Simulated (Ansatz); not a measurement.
SeO, multiplicity 3 (the spin of the measured ground state), most abundant isotopes (15.9949 and 79.9165 u). Constants from fifth-degree fits in 1/R to seven points on the lowest solution found; no spin–orbit coupling, no relativity up to Kr; ω_e x_e and α_e move by some per cent with the fit.

Correlated levels freeze the inner cores; with def2 sets outer-core shells near the valence are correlated too.

Run with Ansatz (a quantum-chemistry and plane-wave program) with Gaussian orbitals. Each number belongs to the level named beside it.

Total energies (hartree; each atom in its lowest state at that level) and vibrational constants (cm⁻¹):

```json
[
 {"level": "PBE/def2-TZVPP", "E(SeO) at r_e": "-2476.328725", "E(O)": "-75.009672", "E(Se)": "-2401.124886", "ω_e": "895", "ω_e x_e": "4.0"},
 {"level": "B3LYP/def2-TZVPP", "E(SeO) at r_e": "-2476.791246", "E(O)": "-75.096275", "E(Se)": "-2401.525648", "ω_e": "933", "ω_e x_e": "4.0"},
 {"level": "wB97M-V/def2-TZVPP", "E(SeO) at r_e": "-2476.599605", "E(O)": "-75.077171", "E(Se)": "-2401.357930", "ω_e": "991", "ω_e x_e": "3.7"},
 {"level": "CCSD(T)/def2-QZVPP", "E(SeO) at r_e": "-2475.545595", "E(O)": "-74.994067", "E(Se)": "-2400.386812", "ω_e": "938", "ω_e x_e": "3.9"}
]
```

Problem. Work out D_e and D₀ in eV.

Solution. 
D_e = E(O) + E(Se) − E(molecule), times 27.2114 eV; D₀ = D_e − (ω_e/2 − ω_e x_e/4)/8065.54.
- PBE/def2-TZVPP: D_e = 5.284, zero point 0.055, D₀ = 5.228 eV
- B3LYP/def2-TZVPP: D_e = 4.608, zero point 0.058, D₀ = 4.550 eV
- wB97M-V/def2-TZVPP: D_e = 4.476, zero point 0.061, D₀ = 4.415 eV
- CCSD(T)/def2-QZVPP: D_e = 4.482, zero point 0.058, D₀ = 4.424 eV
No counterpoise correction is made.
